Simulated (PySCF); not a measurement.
Two species compared at the same levels of theory.

First species: C₄H₆F₄O₃.
InChI=1S/C4H6F4O3/c1-9-3(10-2-5)11-4(6,7)8/h3H,2H2,1H3/t3-/m0/s1

Second species: C6H16OP2.
Cartesian coordinates in Å at the GFN2-xTB level; atoms count from 1:
```xyz
25
C6H16OP2 angstrom
C      3.003   -1.078   -0.026
P      1.705   -0.033   -0.837
C      2.234    1.599   -0.152
P      0.255   -0.461    0.779
O      0.585    0.171    2.066
C     -1.455   -0.121    0.143
C     -1.694   -0.969   -1.096
C     -1.508    1.366   -0.180
C     -2.421   -0.475    1.266
H      3.047   -0.870    1.044
H      2.777   -2.131   -0.185
H      3.969   -0.859   -0.480
H      2.204    1.576    0.938
H      3.246    1.810   -0.492
H      1.575    2.384   -0.517
H      0.245   -1.865    0.860
H     -2.670   -0.750   -1.525
H     -1.656   -2.028   -0.849
H     -0.931   -0.763   -1.847
H     -1.198    1.942    0.693
H     -2.515    1.672   -0.458
H     -0.835    1.594   -1.007
H     -2.353   -1.535    1.508
H     -2.171    0.095    2.160
H     -3.448   -0.248    0.981
```

Levels: PBE0/pcSseg-1 for HOMO energy, LUMO energy and HOMO–LUMO gap. Geometries: GFN2-xTB. Each structure is a single optimised conformer of the isolated species, non-relativistic unless stated. Electronic properties by PySCF.

The conformers computed, where there is a choice (atom-mapped SMILES and torsion angles):
- `[CH3:1][P:2]([CH3:3])[P@@H:4](=[O:5])[C:6]([CH3:7])([CH3:8])[CH3:9]`: C1–P2–P4–O5 70°, P2–P4–C6–C7 57°

The conformers of `CO[C@@H](OCF)OC(F)(F)F` aren't listed.

Values for the first species:

```
HOMO energy   : -9.01 eV
LUMO energy   : 1.27 eV
HOMO–LUMO gap : 10.28 eV
```

Question: Estimate the same properties for the second species, and the change in each.

Answer: 
| property | first | second | second less first |
| --- | --- | --- | --- |
| HOMO energy | -9.01 eV | -6.81 eV | +2.20 eV |
| LUMO energy | 1.27 eV | 0.31 eV | -0.96 eV |
| HOMO–LUMO gap | 10.28 eV | 7.12 eV | -3.16 eV |

